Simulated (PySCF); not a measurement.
A geometry optimisation on `FC[Se][Si](F)(F)F`.

Method: PBE0-D3(BJ)/def2-SVP geometry optimisation, gas phase (PySCF 2.14.0). Start geometry: GFN2-xTB. A driver script takes a list of jobs; this job's settings line and coordinates (Å) are shown.

Command:
```bash
OMP_NUM_THREADS=1 python probes_run.py task.json out
```

Input:
```
{"job": {"xc": "PBE0", "basis": "def2-SVP", "d3": "d3bj", "grid": 1, "shake": 0.01, "kind": "geom"}, "charge": 0, "multiplicity": 1}
F      1.492490    -1.375440     0.266720
C      1.631620    -0.197730    -0.419740
Se     0.427900     1.211390     0.308840
Si    -1.448870     0.318710    -0.303860
F     -1.466170    -0.227910    -1.802620
F     -2.643540     1.393250    -0.236840
F     -2.016350    -0.917560     0.528450
H      2.685940     0.145170    -0.294470
H      1.394790    -0.367030    -1.449070
```

Output:
```
step   0  E = -3128.37233372  max force = 0.035927
step   1  E = -3128.37752598  max force = 0.006995
step   2  E = -3128.37802704  max force = 0.002173
step   3  E = -3128.37809988  max force = 0.000666
step   4  E = -3128.37820521  max force = 0.002299
step   5  E = -3128.37829612  max force = 0.002129
step   6  E = -3128.37717198  max force = 0.004186
step   7  E = -3128.37789992  max force = 0.002432
step   8  E = -3128.37831287  max force = 0.001671
step   9  E = -3128.37837006  max force = 0.000852
step  10  E = -3128.37837849  max force = 0.000425
optimisation converged
```

Energies in Eh; «max force» is the largest Cartesian gradient component in Eh/bohr.

Q: Give the first gradient maximum in eV/Å.

A: With 1 Eh/bohr = 51.422 eV/Å, 1.847 eV/Å.

Q: How much energy does the optimisation release, in kJ/mol?

A: E(step 0) − E(last step) = 0.006045 Eh, which is 15.9 kJ/mol.

Summary of the converged run: final energy -3128.37838 Eh after 10 steps; dipole 2.55 D.

Q: Give the final coordinates.

A: 0.190 Å rms from the input after alignment:
```
atom  x, y, z in Å
F1     1.4249   -1.4513    0.1030
C2     1.5825   -0.2076   -0.3996
Se3    0.4469    1.1138    0.5201
Si4   -1.4616    0.2977   -0.3054
F5    -1.1825   -0.3702   -1.7377
F6    -2.5357    1.4694   -0.4868
F7    -2.1586   -0.8169    0.6052
H8     2.6108    0.1473   -0.2325
H9     1.3315   -0.1993   -1.4692
```

On an AMD EPYC 9R45 with one thread, shared host with 96 logical CPUs at a one-minute load of 27, this took 46 s and 0.55 GiB of memory at its peak.
Labels such as C1 count atoms from 1, the log's own numbers from 0.
